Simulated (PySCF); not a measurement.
## Static response to an electric field

Species: C3H11ClOSi2.
Numbering: `[CH3:1][O:2][Si@H:3]([CH2:4][Cl:5])[SiH2:6][CH3:7]` (hydrogens: H8, H9, H10 on C1; H11 on Si3; H12, H13 on C4; H14, H15 on Si6; H16, H17, H18 on C7)

Structure used (GFN2-xTB), in Å, numbered top down from 1:
```
atom  x, y, z in Å
C1    -1.4916    1.9292    0.0306
O2    -1.5131    0.5372    0.1076
Si3   -0.9014   -0.5314   -0.9555
C4    -1.2106   -2.1681   -0.0215
Cl5    0.0446   -2.4252    1.2147
Si6    1.3324   -0.1577   -1.4374
C7     2.3117    0.4582    0.0752
H8    -1.7799    2.3278    1.0038
H9    -0.4951    2.2947   -0.2295
H10   -2.1977    2.2799   -0.7259
H11   -1.7917   -0.5886   -2.1335
H12   -2.1649   -2.1952    0.4977
H13   -1.1552   -3.0187   -0.6947
H14    1.9934   -1.3615   -1.9593
H15    1.4668    0.8732   -2.4860
H16    2.2146   -0.2332    0.9076
H17    1.9593    1.4290    0.4154
H18    3.3699    0.5567   -0.1505
```

Level: PBE0/def2-SVPD (PySCF), static field, nuclei fixed, core orbitals frozen in the response. The polarisability tensor in these axes (au):

```
x   113.93   1.59   2.51
y     1.59 108.72  -4.32
z     2.51  -4.32 104.31
```

What are the eigenvalues, a third of the trace, and Δα (Δα² = ½Σ(αi − αj)² over the three pairs)?

Principal values 100.98, 111.37 and 114.61 au; mean 108.99 au = 16.15 Å³ = 17.97 × 10⁻⁴⁰ C²·m²/J; Δα = 12.33 au (11 % of the mean).

What is the dipole moment, and where does it point?

(-0.52, 1.35, -1.03) D, 1.77 D in size, pointing from the negative to the positive side. Measured along this direction, the outermost atoms are Cl5 at the negative end and H10 at the positive end.

How large is μ²/3kT at 350 K beside α?

In Gaussian units μ²/3kT = 21.69 Å³ against 16.15 Å³, a ratio of 1.34; the Debye molar polarisation (4π/3)N_A(α + μ²/3kT) is 95.5 cm³/mol, leaving out the vibrational part.

Find the Langevin capture rate constant for H3+ (3.023 u) meeting this molecule (154.004 u), k = 2.342 × 10⁻⁹ cm³/s × √(α in Å³ / reduced mass in u).

The reduced mass is 2.97 u, so k = 5.47 × 10⁻⁹ cm³/s. The formula leaves out the permanent dipole, which adds to the capture rate.

What would n − 1 = 2πNα be for an ideal gas of these molecules at 350 K and 1 atm, electronic part alone?

N = p/kT = 2.0968 × 10¹⁹ cm⁻³, so n − 1 = 2π × N × 16.15 × 10⁻²⁴ cm³ = 2128 × 10⁻⁶ at long wavelengths, for an ideal gas.

Sum over states: ᾱ = Σ f/ω², ω in Eh. What share falls to these 8 lowest TDDFT singlets (eV, f)? 6.05, 0.0131; 6.36, 0.0262; 6.64, 0.0125; 6.67, 0.0163; 6.91, 0.0150; 7.02, 0.0049; 7.11, 0.0489; 7.22, 0.0088.

They add up to 2.37 au, 2.2 % of the 108.99 au; the largest single term is 0.72 au, from the state at 7.11 eV. Terms in order: 0.26, 0.48, 0.21, 0.27, 0.23, 0.07, 0.72, 0.13 au. Higher excitations give the rest. The strengths listed sum to 0.146.

Give the eigenvalues of the traceless quadrupole moment Θ = ½Σq(3rr − r²1), origin at the centre of nuclear charge.

-7.55, 0.81, 6.74 D·Å. The values depend on the origin, since the dipole doesn't vanish. The electronic extent ⟨r²⟩ about the same centre is 1593 bohr², a root-mean-square distance of 2.33 Å for the 82 electrons.

Geometry: GFN2-xTB, one conformer, isolated molecule.

The run behind these numbers computed excited states as well. The run took 2.0 min of wall time (grids of density and orbitals included) on an Arm Neoverse N1 with one thread, no GPU (shared host), and the process peaked at 0.96 GiB of memory.
